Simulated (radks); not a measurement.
Dipole-allowed excitations along the series with 36 electrons in [Kr]. Calculated with a radial shooting solver on a logarithmic mesh with Libxc functionals: scalar-relativistic Kohn-Sham, LB94 model potential, spin-unpolarised, spherical densities, finite nucleus; Fermi nuclear charge, rms radius of each element as measured or else 0.836 A^(1/3) + 0.57 fm. Time-dependent linear response with the Hartree and adiabatic LDA kernel, continuum included through the Sternheimer equations, no spin-orbit coupling, so fine structure and intercombination lines are absent. Lines are the poles of the dipole polarisability below minus the highest occupied eigenvalue, found on a grid refined at the orbital gaps; the lowest seven at most are given, and weak or close lines can be missed. The first line takes the name of the lowest orbital gap if no other gap lies below it; otherwise a line is named after a gap within 0.6 % of it, if that gap stands alone.

Sr2+: -e(HOMO) (eV) 43.236; lowest orbital gap (eV) 4p-4d 23.294; first line (eV) 23.570 (unassigned); f 0.518; strongest line (eV) 27.733 (unassigned); its f 4.10; static alpha (bohr^3) 5.947
Zr4+: -e(HOMO) (eV) 80.822; lowest orbital gap (eV) 4p-4d 32.157; first line (eV) 40.044 (unassigned); f 5.73; strongest line (eV) the first; its f 5.73; static alpha (bohr^3) 3.025
Nb5+: -e(HOMO) (eV) 102.63; lowest orbital gap (eV) 4p-4d 36.383; first line (eV) 45.644 (4p-4d); f 5.50; strongest line (eV) the first; its f 5.50; static alpha (bohr^3) 2.306
Mo6+: -e(HOMO) (eV) 126.38; lowest orbital gap (eV) 4p-4d 40.538; first line (eV) 51.032 (4p-4d); f 5.50; strongest line (eV) the first; its f 5.50; static alpha (bohr^3) 1.809
Tc7+: -e(HOMO) (eV) 152.03; lowest orbital gap (eV) 4p-4d 44.648; first line (eV) 56.273 (4p-4d); f 5.42; strongest line (eV) the first; its f 5.42; static alpha (bohr^3) 1.452
